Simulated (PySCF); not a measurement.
Working with the constants of NaAs

ROHF-CCSD(T) constants of NaAs, ³Σ⁻ (triplet), unpaired electrons π ↑↑ (PySCF, no relativity, basis sets Na pcseg-1, As pcseg-1; masses 22.9898 and 74.9216 u):

```
ωe              : 213.5 cm⁻¹
ωexe            : 1.04 cm⁻¹
Be              : 0.12081 cm⁻¹
αe              : 0.000843 cm⁻¹
D (centrifugal) : 1.55e-07 cm⁻¹
De to Na + As   : 0.85 eV
```

(1) Give the vibrational terms G(v) and spacings up to v = 6.

(2) How well does the Morse estimate ωe²/(4ωexe) reproduce De, and what is D0?

Correlated steps freeze 10 core orbitals. Correlated levels converge slowly with the basis: in double zeta they bind strong bonds too weakly, by up to about 1 eV, and carry superposition errors of some tenths. Spin–orbit coupling is left out. The state is the lowest determinant that a PBE0 search found; another state may lie lower at other levels.

Results:

(1) G(v) = ωe(v+½) − ωexe(v+½)².

```tsv
v	G(v) (cm⁻¹)	G(v) − G(v−1)	Bv (cm⁻¹)
0	106.5		0.1204
1	317.9	211.4	0.1195
2	527.2	209.3	0.1187
3	734.5	207.3	0.1179
4	939.7	205.2	0.1170
5	1142.8	203.1	0.1162
6	1343.8	201.0	0.1153
```

(2) It gives 1.36 eV, 160 % of the computed De. D0 = De − G(0) = 0.85 − 0.01 = 0.84 eV.
